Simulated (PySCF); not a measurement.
CHF2 (SMILES F[CH-]F), charge -1, singlet, at a GFN2-xTB geometry (in this run its highest filled SCF level lies above zero, so its values depend strongly on the basis, on diffuse functions most of all); B3LYP5/cc-pVTZ (PySCF).

Input for PySCF:
```python
from pyscf import gto, scf, dft

mol = gto.Mole()
mol.atom = '''
    C    -0.12204909   -0.00422136    0.64509125
    F    -0.02347795    1.13289904   -0.27210005
    F     0.00314120   -1.13074558   -0.28187669
    H     0.91532526    0.00594698    1.11524321
'''
mol.basis = 'cc-pvtz'
mol.charge = -1
mol.verbose = 4
mol.build()

mf = dft.RKS(mol)
mf.xc = 'b3lyp5'
mf.grids.atom_grid = (99, 590)
mf.grids.prune = None
mf.kernel()
```

The log (banner, timings and long lists left out):

```
PySCF version 2.14.0

[INPUT] verbose = 4
[INPUT] num. atoms = 4
[INPUT] num. electrons = 26
[INPUT] charge = -1
[INPUT] spin (= nelec alpha-beta = 2S) = 0
[INPUT] symmetry False subgroup None
[INPUT] Mole.unit = angstrom
[INPUT] Symbol           X                Y                Z      unit          X                Y                Z       unit  Magmom
[INPUT]  1 C     -0.122049090000  -0.004221360000   0.645091250000 AA   -0.230639353852  -0.007977214273   1.219045787853 Bohr   0.0
[INPUT]  2 F     -0.023477950000   1.132899040000  -0.272100050000 AA   -0.044366895466   2.140868912383  -0.514194572980 Bohr   0.0
[INPUT]  3 F      0.003141200000  -1.130745580000  -0.281876690000 AA    0.005936007702  -2.136799462762  -0.532669744999 Bohr   0.0
[INPUT]  4 H      0.915325260000   0.005946980000   1.115243210000 AA    1.729714056296   0.011238163468   2.107504229181 Bohr   0.0

nuclear repulsion = 65.4708768232425
number of shells = 33
number of NR pGTOs = 142
number of NR cGTOs = 104
basis = cc-pvtz
ecp = {}

******** <class 'pyscf.dft.rks.RKS'> ********
method = RKS
initial guess = minao
damping factor = 0
level_shift factor = 0
DIIS = <class 'pyscf.scf.diis.CDIIS'>
diis_start_cycle = 1
diis_space = 8
diis_damp = 0
SCF conv_tol = 1e-09
SCF conv_tol_grad = None
SCF max_cycles = 50
direct_scf = True
direct_scf_tol = 1e-13
XC library pyscf.dft.libxc version 7.1.2
    S. Lehtola, C. Steigemann, M. J. T. Oliveira, and M. A. L. Marques,  SoftwareX 7, 1–5 (2018)
XC functionals = b3lyp5
    P. A. M. Dirac,  Math. Proc. Cambridge Philos. Soc. 26, 376 (1930)
    F. Bloch,  Z. Phys. 57, 545 (1929)
    A. D. Becke,  Phys. Rev. A 38, 3098 (1988)
    C. Lee, W. Yang, and R. G. Parr,  Phys. Rev. B 37, 785 (1988)
    B. Miehlich, A. Savin, H. Stoll, and H. Preuss,  Chem. Phys. Lett. 157, 200 (1989)
    S. H. Vosko, L. Wilk, and M. Nusair,  Can. J. Phys. 58, 1200 (1980)
radial grids:
    Treutler-Ahlrichs [JCP 102, 346 (1995); DOI:10.1063/1.469408] (M4) radial grids

becke partition: Becke, JCP 88, 2547 (1988); DOI:10.1063/1.454033
pruning grids: None
grids dens level: 3
symmetrized grids: False
atomic radii adjust function: <function treutler_atomic_radii_adjust>
User specified grid scheme (99, 590)
small_rho_cutoff = 0
Set gradient conv threshold to 3.16228e-05
Initial guess from minao.
tot grids = 233640
init E= -238.264303861299
  HOMO = -0.209840327231378  LUMO = 0.0336210740513305  gap/eV = 6.62492
cycle= 1 E= -238.232710526634  delta_E= 0.0316  |g|= 0.757  |ddm|= 1.47
  HOMO = 0.124037346872999  LUMO = 0.272161761022002  gap/eV = 4.03067
cycle= 2 E= -238.111741372751  delta_E= 0.121  |g|= 1.23  |ddm|= 1.46
  HOMO = 0.0914054986532857  LUMO = 0.281633975101011  gap/eV = 5.17638
cycle= 3 E= -238.32089172788  delta_E= -0.209  |g|= 0.0788  |ddm|= 0.74
  HOMO = 0.0666832018798562  LUMO = 0.274819605307366  gap/eV = 5.66368
cycle= 4 E= -238.32214414255  delta_E= -0.00125  |g|= 0.04  |ddm|= 0.157
  HOMO = 0.0719718090189172  LUMO = 0.27591101371679  gap/eV = 5.54947
cycle= 5 E= -238.322505977242  delta_E= -0.000362  |g|= 0.00548  |ddm|= 0.0488
  HOMO = 0.0714793486243881  LUMO = 0.275922533193  gap/eV = 5.56318
cycle= 6 E= -238.322511463288  delta_E= -5.49e-06  |g|= 0.000385  |ddm|= 0.00747
  HOMO = 0.0715078164889  LUMO = 0.275919309789593  gap/eV = 5.56232
cycle= 7 E= -238.322511519602  delta_E= -5.63e-08  |g|= 0.00012  |ddm|= 0.000847
  HOMO = 0.0715101645178304  LUMO = 0.275930692743794  gap/eV = 5.56257
cycle= 8 E= -238.322511522749  delta_E= -3.15e-09  |g|= 2.01e-05  |ddm|= 0.000283
  HOMO = 0.0715108007953358  LUMO = 0.275928563206646  gap/eV = 5.56249
cycle= 9 E= -238.322511522888  delta_E= -1.39e-10  |g|= 5.19e-06  |ddm|= 5.17e-05
  HOMO = 0.0715116334569146  LUMO = 0.275929767336596  gap/eV = 5.56250
Extra cycle  E= -238.322511522889  delta_E= -3.98e-13  |g|= 6.35e-06  |ddm|= 1.59e-05
converged SCF energy = -238.322511522889
```
